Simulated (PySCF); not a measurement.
An unknown gives this computed stick spectrum. Method: PySCF, TDDFT wB97X-D/def2-SVPD, vertical, gas phase, core orbitals frozen in the response. Geometries: PBE0-D3(BJ)/def2-SVP, one conformer each.

```csv
state,ν̃ (cm⁻¹),f,"main configurations (H = HOMO, L = LUMO)"
S1,55920,0.0004,"H→L+1 (24%), H-1→L (22%), H-5→L+1 (9%)"
S2,58150,0.039,"H→L (42%), H-1→L+1 (21%), H-5→L (8%)"
S3,58310,0.015,"H→L+1 (33%), H-1→L (28%)"
S4,63800,0.018,"H-5→L+1 (16%), H→L+1 (16%), H-5→L (14%)"
S5,64460,0.153,"H→L (28%), H→L+1 (12%), H-3→L (9%)"
S6,65310,0.027,"H-3→L (35%), H-5→L (15%), H-4→L (10%)"
S7,66140,0.024,"H-3→L+1 (31%), H-1→L+1 (16%), H-5→L+1 (11%)"
S8,66590,0.029,"H→L+2 (33%), H→L+3 (23%), H→L+4 (11%)"
S9,67290,0.039,"H-4→L (30%), H-1→L (21%), H-6→L (9%)"
S10,67950,0.027,"H-1→L+1 (34%), H-4→L+1 (19%), H-1→L+2 (8%)"
```

Question: Which structure fits? All have the formula C5H9NSi.
A. `C=N[Si@@H](C)C#CC`
B. `CC1=CN([SiH3])C=C1`
C. `N#C[SiH]1CCCC1`

Answer: C. Its S1, at 6.93 eV, is the highest among the candidates; the nearest of the others has S1 at 5.92 eV. S1 is HOMO→LUMO+1 (24%), HOMO-1→LUMO (22%), HOMO-5→LUMO+1 (9%). Löwdin shares by element: HOMO carbon 42% or more, silicon 18%, nitrogen 8% (atoms not listed hold the other 32%); LUMO carbon 32% or more, nitrogen 24%, silicon 23% (atoms not listed hold the other 21%). At the same level the other candidates give, for their lowest levels:
- `C=N[Si@@H](C)C#CC`: 4.15 eV (f 0.000); 5.87 eV (f 0.001); 6.15 eV (f 0.006); 6.21 eV (f 0.001); 6.77 eV (f 0.035); T1 3.57 eV; HOMO -8.86, LUMO 1.05 eV
- `Cc1ccn([SiH3])c1`: 5.92 eV (f 0.001); 6.17 eV (f 0.093); 6.33 eV (f 0.012); 6.61 eV (f 0.013); 6.62 eV (f 0.004); T1 4.24 eV; HOMO -7.91, LUMO 1.93 eV
Triplets come from the Tamm–Dancoff approximation.
